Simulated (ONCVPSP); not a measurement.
**Before and after: ONCV potential for molybdenum**

molybdenum, optimised norm-conserving Vanderbilt (ONCV), made with ONCVPSP 4.0.1 (PBE, fully relativistic). Core [Ar] 3d10, reference 4s2 4p6 4d5 5s0.5 5p0.5. Waves: 4s+5s: rc 1.45 bohr, ncon 5, nbas 9, qcut 6.5 1/bohr, 2 projectors; 4p+5p: rc 2.35 bohr, ncon 3, nbas 6, qcut 7.5 1/bohr, 2 projectors; 4d: rc 1.65 bohr, ncon 5, nbas 10, qcut 6.7 1/bohr, 3 projectors, debl 2.9 Ha. Local part: polynomial inside 0.95 bohr (lpopt 5, dvloc0 0 Ha). Core correction: Teter function fitted to the true core (icmod 2), fcfact 0.45.

Open shells are filled in proportion to 2j + 1.

All-electron outer shells of the reference configuration (PBE, scalar-relativistic, ld1.x):

```tsv
shell	level (eV)	outermost node (bohr)	outermost maximum (bohr)
3p	-379.93	0.17	0.38
3d	-221.66	–	0.32
4s	-65.05	0.51	0.99
4p	-39.20	0.52	1.08
5s	-4.56	1.34	2.93
4d	-4.42	0.53	1.38
5p	-1.42	1.54	4.05
```

Change: local potential polynomial inside 0.95 bohr (lpopt 5, dvloc0 7 Ha).

Cutoffs: the cutoffs (Ha) at which the residual kinetic energy of the hardest occupied pseudo-wave falls to 1 and 0.1 mHa per electron; they do not see the model core or the augmentation charge, which bear on the density cutoff. Errors are all-electron minus pseudo energies relative to the spin-unpolarised reference configuration.

Q: How do hardness, ghosts and transferability respond?

A: The potential gets neither clearly harder nor softer (31 Ha and 99 Ha → 31 Ha and 99 Ha); the errors of the 4 common tests hardly move; the range in which the s phases agree widens (upper end 3.3 → at the end of the scan); neither file shows a bound ghost.

| quantity | base | changed |
| --- | --- | --- |
| cutoff, loose | 31 Ha | 31 Ha |
| cutoff, tight | 99 Ha | 99 Ha |
| bound ghosts | none | none |
| GHOST(+) flags under 300 eV | s at 123.1 eV | s at 230.0 eV |
| error for 4s2 4p6 4d5 5s1 5p0, meV [ΔE -1.54 eV] | -0.1 | -0.1 |
| error for 4s2 4p6 4d5 5s0 5p0, meV [ΔE 5.35 eV] | -0.1 | -0.1 |
| error for 4s2 4p6 4d4 5s0 5p0, meV [ΔE 20.81 eV] | +0.6 | +0.6 |
| error for 4s2 4p6 4d5 5s0 5p1, meV [ΔE 1.60 eV] | 0.0 | 0.0 |
| s: phases at 1.47 bohr within 0.05 rad from the reference energy up to (Ha; the scan ends near 5) | 3.3 | to the end of the scan |
| p3/2: phases at 2.39 bohr within 0.05 rad from the reference energy up to (Ha; the scan ends near 5) | 4.1 | 4.2 |
| p1/2: phases at 2.39 bohr within 0.05 rad from the reference energy up to (Ha; the scan ends near 5) | 4.1 | 4.2 |
| d5/2: phases at 1.68 bohr within 0.05 rad from the reference energy up to (Ha; the scan ends near 5) | to the end of the scan | to the end of the scan |
| d3/2: phases at 1.68 bohr within 0.05 rad from the reference energy up to (Ha; the scan ends near 5) | to the end of the scan | to the end of the scan |
| rms error of d²Exc/dni dnj with the model core, mHa | 4.23 | 4.23 |
